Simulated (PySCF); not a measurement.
## Assigning NMR signals

Atoms are numbered as in `[CH3:1]/[C:2]([CH2:3][C:4]([NH2:5])=[O:6])=[C:7]1/[CH2:8][SiH2:9]1`; H(Xn) means a hydrogen on atom n. Ha(N5) is cis to the C=O or C=S heteroatom; Hb(N5) is trans to the C=O or C=S heteroatom.

- PBE0/pcSseg-1 with gauge-including orbitals
- geometry from GFN2-xTB
- code: PySCF 2.14.0 with density-fitted response routines
- rapidly exchanging positions averaged, no solvent, non-relativistic Hamiltonian, a single conformation

δ = σ(ref) − σ, references computed at the same level: $^{13}$C (σref 186.93) and $^{1}$H (σref 31.72) against TMS.

**Question.** Assign these signals to the numbered atoms. $^{13}$C{$^{1}$H} NMR (computed): δ 172.1 (C), 156.6 (C), 126.3 (C), 49.4 (CH2), 29.1 (CH3), 0.6 (CH2).

**Answer.** 
| δ (ppm) | atoms | environment | reason |
| --- | --- | --- | --- |
| 172.1 | C4 | amide carbonyl carbon | it is a carbonyl in resonance with an O or N lone pair, the region of acids, esters and amides |
| 156.6 | C2 | fully substituted alkene carbon | the olefinic region |
| 126.3 | C7 | fully substituted alkene carbon | – |
| 49.4 | C3 | sp3 CH2 α to a carbonyl | α to the electron-withdrawing carbonyl group |
| 29.1 | C1 | allylic methyl carbon | saturated and bonded to C and H only |
| 0.6 | C8 | three-membered-ring carbon | carbons of three-membered rings are unusually shielded |

**Question.** Assign these signals to the numbered atoms. $^{1}$H NMR (600 MHz, computed): δ 4.99 (br, 1H), 4.27 (br, 1H), 3.34 (m, 2H), 3.24 (s, 2H), 2.22 (s, 3H), 1.08 (m, 2H).

**Answer.** 
| δ (ppm) | atoms | environment | reason |
| --- | --- | --- | --- |
| 4.99 | Hb(N5) | hydrogen on an amide-type nitrogen | exchangeable, gas-phase position |
| 4.27 | Ha(N5) | hydrogen on an amide-type nitrogen | – |
| 3.34 | H(Si9) | hydrogen on a silicon bonded to 2 C, in a 3-membered ring | – |
| 3.24 | H(C3) | hydrogen on an sp3 CH2 α to a carbonyl | – |
| 2.22 | H(C1) | hydrogen on an allylic methyl carbon | allylic position |
| 1.08 | H(C8) | hydrogen on a three-membered-ring carbon | cyclopropane-type protons are shielded by the ring |

H(Si9) and H(C3) lie closer than the usual error of such a calculation, so a measured spectrum could show them in the other order.

Exchangeable OH/NH protons stand at their gas-phase positions; hydrogen bonding in a real sample shifts them, mostly to higher δ. The two substituents on the amide-type nitrogen aren't averaged: C–N rotation is slow on the NMR time scale. Shifts are as computed. Against solution values, carbons near 30 ppm lie about +3 ppm off and those near 130 ppm about +5 ppm. Of 1309 compounds with measured shifts, 239 miss one by over three times the rms of a fit or turn the order of signals round; such compounds aren't used in these exercises. Hydrogen bonding in solution deshields acid and N–H amide carbonyl carbons by as much as 10 ppm beyond these values. Multiplicities follow the n + 1 count of equivalent neighbours, as no J values were calculated; m marks all less simple cases, F and P coupling included.
